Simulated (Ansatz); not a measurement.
Input file for C2H6FNSi, SMILES `C[Si]1(F)CN1`:

```yaml
crystal:
  periodic: [false, false, false]
  atoms:
    - {symbol: C, position_ang: [-1.120764, 1.088764, 0.653028]}
    - {symbol: Si, position_ang: [-0.028293, -0.389624, 0.486762]}
    - {symbol: F, position_ang: [-0.155457, -1.246041, 1.824004]}
    - {symbol: C, position_ang: [1.436282, -0.481578, -0.583818]}
    - {symbol: N, position_ang: [0.186548, -1.259283, -0.936988]}
    - {symbol: H, position_ang: [-0.870967, 1.661103, 1.548818]}
    - {symbol: H, position_ang: [-1.010556, 1.736327, -0.218564]}
    - {symbol: H, position_ang: [-2.167392, 0.784126, 0.730388]}
    - {symbol: H, position_ang: [2.305477, -1.107164, -0.391724]}
    - {symbol: H, position_ang: [1.672906, 0.372976, -1.219785]}
    - {symbol: H, position_ang: [-0.182485, -1.216706, -1.871624]}
basis:
  gaussian: {orbitals: def2-TZVPP}
correlation: {method: ccsd_t}
```

```sh
$ ansatz run in.yaml --threads 4 --pin off --events-out ev --progress --plain --max-ram 10444MiB
```

Log, shortened:

```
Functional definition: HF
1476 factors; integrals over basis functions are off by at most 1.0e-3 eV
mean field evaluation 1: about -14205.4897 eV, gradient 4.5e1 eV
mean field evaluation 2: about -14205.7479 eV, gradient 4.5e1 eV
mean field evaluation 4: about -14209.9545 eV, gradient 4.1e0 eV
mean field evaluation 8: about -14210.0205 eV, gradient 2.7e-1 eV
mean field -14210.02078968 eV, -522.2086321229 hartree, gradient 6.1e-6 eV, S^2 0.000000; 0 other end points of the search recorded, 0 dependent functions left out
9 core orbitals not correlated: weight in the atoms' cores, before any rotation towards them, 1.000 or more for the frozen orbitals, at most 0.000 for the correlated occupied ones
reference -14210.02078968 eV, -522.2086321229 hartree; 15, 15 occupied and 226, 226 virtual orbitals, 1476 factors
second order -24.99175798 eV of doubles, -0.00000000 eV of singles
cycle   1  -25.23366524 eV  change   -2.4e-1 eV  update   1.0e-1
cycle   2  -25.77549788 eV  change   -5.4e-1 eV  update   2.9e-2
cycle   3  -25.89674392 eV  change   -1.2e-1 eV  update   1.4e-2
cycle   4  -25.88675792 eV  change    1.0e-2 eV  update   3.3e-3
cycle   5  -25.88602299 eV  change    7.3e-4 eV  update   1.4e-3
cycle   6  -25.88663933 eV  change   -6.2e-4 eV  update   4.7e-4
cycle   7  -25.88635666 eV  change    2.8e-4 eV  update   1.8e-4
cycle   8  -25.88631482 eV  change    4.2e-5 eV  update   6.1e-5
cycle   9  -25.88633882 eV  change   -2.4e-5 eV  update   2.1e-5
perturbative correction -0.98688817 eV, -0.0362674712 hartree
Total energy: -14236.89401667 eV, -523.1962049992 hartree
```

It took 2 min on 4 threads of an Arm Neoverse V2 on a shared host, with 5.5 GiB of host memory at the peak.

The correlation energy is -26.873 eV, 3.7 % of it from (T); the T1 diagnostic reads 0.0112.
